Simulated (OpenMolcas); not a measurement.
## 5d⁵ along the 73-electron sequence

```json
{"Program": "OpenMolcas", "Method": "MS-RASPT2, IPEA 0.25 Eh, imaginary shift 0.1 Eh", "Basis": "ANO-RCC-VQZP", "Scalar Hamiltonian": "DKH2, point nucleus", "Spin-orbit coupling": "state interaction with AMFI integrals over the reference wave functions, term energies averaged over their components"}
```

Active space for each ion: 11 electrons in 8 orbitals (RAS1 5p, at most 2 holes; RAS2 5d); closed shells correlated by CASPT2: 5s.

Computed levels in cm-1 above ⁶S_5/2:

```json
{"Level": "⁴G_7/2", "Re2+": "18500", "Os3+": "21100", "Ir4+": "23440", "Pt5+": "25570", "Au6+": "27650"}
{"Level": "⁴G_11/2", "Re2+": "19310", "Os3+": "22130", "Ir4+": "24730", "Pt5+": "27150", "Au6+": "29560"}
{"Level": "⁴G_9/2", "Re2+": "19860", "Os3+": "22910", "Ir4+": "25770", "Pt5+": "28510", "Au6+": "31280"}
{"Level": "⁴P_1/2", "Re2+": "21110", "Os3+": "24600", "Ir4+": "27730", "Pt5+": "30670", "Au6+": "33610"}
{"Level": "⁴D_7/2", "Re2+": "23170", "Os3+": "27190", "Ir4+": "30950", "Pt5+": "34600", "Au6+": "38350"}
{"Level": "⁴D_1/2", "Re2+": "25960", "Os3+": "30820", "Ir4+": "35440", "Pt5+": "40050", "Au6+": "44940"}
{"Level": "²I_11/2", "Re2+": "27950", "Os3+": "32140", "Ir4+": "36190", "Pt5+": "40250", "Au6+": "44580"}
{"Level": "²I_13/2", "Re2+": "30290", "Os3+": "35090", "Ir4+": "39750", "Pt5+": "44450", "Au6+": "49460"}
{"Level": "²H_9/2", "Re2+": "35230", "Os3+": "40960", "Ir4+": "46380", "Pt5+": "51710", "Au6+": "57230"}
{"Level": "weight of ⁶S in the lowest level (%)", "Re2+": "90", "Os3+": "88", "Ir4+": "85", "Pt5+": "81", "Au6+": "76"}
```

Mixed levels, with the weight of the term that names them: Re2+ ⁴G_7/2 (71 %), Re2+ ⁴P_1/2 (60 %), Re2+ ⁴D_7/2 (74 %), Re2+ ⁴D_1/2 (64 %), Re2+ ²H_9/2 (52 %), Os3+ ⁴G_7/2 (68 %), Os3+ ⁴P_1/2 (60 %), Os3+ ⁴D_7/2 (70 %), Os3+ ⁴D_1/2 (65 %), Os3+ ²H_9/2 (52 %), Ir4+ ⁴G_7/2 (64 %), Ir4+ ⁴P_1/2 (60 %), Ir4+ ⁴D_7/2 (66 %), Ir4+ ⁴D_1/2 (65 %), Ir4+ ²I_11/2 (73 %), Ir4+ ²H_9/2 (52 %), Pt5+ ⁴G_7/2 (61 %), Pt5+ ⁴G_11/2 (75 %), Pt5+ ⁴P_1/2 (59 %), Pt5+ ⁴D_7/2 (60 %), Pt5+ ⁴D_1/2 (66 %), Pt5+ ²I_11/2 (71 %), Pt5+ ²H_9/2 (52 %), Au6+ ⁴G_7/2 (57 %), Au6+ ⁴G_11/2 (70 %), Au6+ ⁴P_1/2 (59 %), Au6+ ⁴D_7/2 (53 %), Au6+ ⁴D_1/2 (67 %), Au6+ ²I_11/2 (68 %), Au6+ ²H_9/2 (52 %).

Measured, with the error of the calculation in %. Measured levels: Re2+ from the list in Brasseur, Gamrath and Quinet, At. Data Nucl. Data Tables 157, 101636 (2024).

```tsv
Level	Re2+
⁴G_7/2	16890 (+9.5)
⁴G_11/2	18020 (+7.1)
⁴G_9/2	18346 (+8.2)
⁴D_7/2	20453 (+13.3)
²I_11/2	26170 (+6.8)
²I_13/2	28588 (+6.0)
```

⁴G_7/2 changes by a factor of 1.49 over the same range, with steps per unit of Z of +2600, +2340, +2130, +2080 cm-1.

CASPT2 breaks the degeneracy within a term, and the mean is taken; among the terms shown or strongly mixed into the levels shown the widest spread is 650 cm-1 (5d⁵ ⁴F, Au6+). Blocks of more than 70 roots (2S+1 = 2 even) ran without multistate coupling. Active for correlation alone: 5p; no level in the range computed is led by a configuration that opens it, so any true level of that kind is missing. Some levels mix across a computed gap that differs much from the measured one, so their mixing is not that of the real levels (holds for Re2+). Measured partners are found by configuration, term and J. A level has none where our copy of the source lacks it or the pairing is in doubt (some pairs that miss far off the trend of their configuration count as doubtful), and it then counts in no deviation. Only configurations of the active space appear.
